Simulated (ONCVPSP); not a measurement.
## Potentials for bromine (Br) compared

Generated with ld1.x 7.5 (TM, RRKJ, ultrasoft, PAW), atompaw 4.2 or ONCVPSP 4.0.1. The cutoff is in Ry: for ld1.x and atompaw files where the sum of valence levels is converged to 10 mRy in a Bessel basis, for ONCV files where the hardest occupied wave has 1 mHa per electron of residual kinetic energy. The error is the largest all-electron minus pseudo excitation energy over each file’s own four to seven test configurations (ionisations up to +4, promotions, holes and added fractions of an electron), all of which were solved. The labels leave out finer settings (local radius, basis sizes, second energies), which also bear on the numbers. Spin-polarised tests are not counted. The rows are a selection from randomly drawn settings: files with unsolved tests, undetermined cutoffs or missed reference levels are left out.

A true bound ghost makes a file unfit for plane-wave use even where its test errors are small: the radial tests pick states by their node count and pass the ghost by.

| potential | cutoff (Ry) | largest error (meV) | bound ghosts |
| --- | --- | --- | --- |
| ONCV, LDA (Perdew-Zunger), scalar-relativistic, rc 1.40/1.00/1.05 (spd), local smoothed, core correction yes, reference 3p6 3d10 4s2 4p2, qcut 3.9/11.2/15, projectors 2/2/2 | 185 | -123 | none |
| ONCV, PBE, scalar-relativistic, rc 1.45/1.55/1.40 (spd), local smoothed, core correction no, reference 4s2 4p4.75, qcut 3.5/4.2/5.8, projectors 3/2/2 | 138 | -18 | s, d |
| ONCV, Wu-Cohen, non-relativistic, rc 0.80/0.90/1.00/0.80 (spdf), local f, core correction yes, reference 3s2 3p6 3d10 4s2 4p4, qcut 13.5/17/16.7/13.2, projectors 2/2/1/0 | 224 | -192 | none |
| ONCV, PBE, scalar-relativistic, rc 1.05/0.95/0.55 (spd), local smoothed, core correction yes, reference 3s2 3p6 3d10 4s2 4p4, qcut 12.8/14.4/19.4, projectors 2/2/1 | 1069 | -5.4 | none |
| ONCV, PBE, scalar-relativistic, rc 1.50/1.20/0.50 (spd), local smoothed, core correction yes, reference 3d10 4s2 4p5, qcut 3.7/6.5/22.4, projectors 3/2/2 | 628 | -884 | s, p |
| ONCV, LDA (Perdew-Wang 92), scalar-relativistic, rc 0.75/0.95/0.60 (spd), local smoothed, core correction yes, reference 3s2 3p6 3d10 4s2 4p3, qcut 18.4/12.9/24, projectors 2/2/2 | 515 | +3.4 | none |
| ONCV, LDA (Perdew-Wang 92), scalar-relativistic, rc 0.70/0.80/0.90 (spd), local smoothed, core correction no, reference 3s2 3p6 3d10 4s2 4p4.75, qcut 17.4/19/19.5, projectors 2/2/2 | 288 | -109 | none |

Task: Fill in the row for Br: ONCV, PBE, scalar-relativistic, rc 1.40/1.75/1.05 (spd), local smoothed, core correction yes, reference 3d10 4s2 4p4.75, qcut 3.8/4.2/18.2, projectors 2/2/2.

Result: cutoff 234 Ry, largest error -16 meV, bound ghosts: none.

Task: Fill in the row for Br: ONCV, BLYP, scalar-relativistic, rc 0.90/1.05/0.60 (spd), local d, core correction no, reference 3s2 3p6 3d10 4s2 4p5, qcut 10/11.1/23, projectors 2/2/0.

Result: cutoff 470 Ry, largest error -7.4 meV, bound ghosts: none.
